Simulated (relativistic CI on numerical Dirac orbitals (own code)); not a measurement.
**Slater and spin-orbit integrals, In XLVIII**

These numbers are calculated, not measured: Dirac-Coulomb-Breit CI, separate exchange-only KLI orbitals for each configuration, QED by a radiative potential, unscaled Slater integrals (own radial code, finite nucleus).

Slater integrals F^k, G^k are unscaled and averaged over j, outside the closed core (none); ζ comes from projecting the Hamiltonian with its Breit term on Σ l·s of the shell.

- 1s2s: G^0(1s,2s) = 261760 cm⁻¹; <r>(1s) = 0.02932, <r^2>(1s) = 0.00116, <r>(2s) = 0.1182, <r^2>(2s) = 0.01642 (bohr units).
- 1s2p: G^1(1s,2p) = 523310, ζ(2p) = 1.4166e+06 cm⁻¹; <r>(1s) = 0.02932, <r^2>(1s) = 0.00116, <r>(2p) = 0.101, <r^2>(2p) = 0.01232 (bohr units).
- 1s3s: G^0(1s,3s) = 68450 cm⁻¹; <r>(1s) = 0.02929, <r^2>(1s) = 0.001158, <r>(3s) = 0.2698, <r^2>(3s) = 0.08297 (bohr units).

Averages of the first 10 configurations, taken without configuration mixing, which lowers the lowest level and can move excited configurations by several eV; other configurations of the list can lie among them:

```csv
Configuration,Parity,States,Average energy above the lowest level (eV)
1s²,even,1,0.1
1s2s,even,4,24605.0
1s2p,odd,12,24832.4
1s3s,even,4,29218.2
1s3p,odd,12,29284.7
1s3d,even,20,29330.3
1s4s,even,4,30815.9
1s4p,odd,12,30843.7
1s4d,even,20,30862.9
1s4f,odd,28,30870.0
```
